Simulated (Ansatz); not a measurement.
Start from `C[BH][ZnH]` and change one atom or group to get `C[BH][SbH2]`.

Ansatz, PBE0-D4/def2-TZVP geometries, multiplicity 1. 

Elements past krypton have def2 core potentials. Scalar relativity is left out up to krypton. Spin–orbit coupling is left out; it splits and shifts lone-pair levels of the heavy atoms by tenths of an eV.

| property | `C[BH][ZnH]` |
| --- | --- |
| HOMO energy (PBE/def2-TZVPP) / eV | -5.60 |
| HOMO–LUMO gap (ωB97M-V/def2-TZVPP) / eV | 8.62 |
| size of the dipole moment (PBE/def2-TZVPP) / D | 1.39 |
| HOMO energy (PBE0/def2-TZVPP) / eV | -6.66 |
| size of the dipole moment (ωB97M-V/def2-TZVPP) / D | 1.21 |
| HOMO–LUMO gap (PBE0/def2-TZVPP) / eV | 4.69 |

Task: What does the change do to each property? (Best estimate.)

Result: Computed: 
```json
{"property": "HOMO energy (PBE/def2-TZVPP) / eV", "`C[BH][SbH2]`": "-5.83", "shift": "-0.23"}
{"property": "HOMO–LUMO gap (ωB97M-V/def2-TZVPP) / eV", "`C[BH][SbH2]`": "9.15", "shift": "0.53"}
{"property": "size of the dipole moment (PBE/def2-TZVPP) / D", "`C[BH][SbH2]`": "1.10", "shift": "-0.29"}
{"property": "HOMO energy (PBE0/def2-TZVPP) / eV", "`C[BH][SbH2]`": "-6.80", "shift": "-0.14"}
{"property": "size of the dipole moment (ωB97M-V/def2-TZVPP) / D", "`C[BH][SbH2]`": "1.21", "shift": "0.00"}
{"property": "HOMO–LUMO gap (PBE0/def2-TZVPP) / eV", "`C[BH][SbH2]`": "5.18", "shift": "0.49"}
```

With PBE0 the HOMO falls by 0.14 eV and the LUMO rises by 0.35 eV, so the gap widens by about 0.49 eV. PBE moves the HOMO by -0.23 eV and ωB97M-V by -0.05 eV. The zero-point energy changes by 20.8 kJ/mol with +3 modes. Dipoles are sizes alone; their direction can turn.
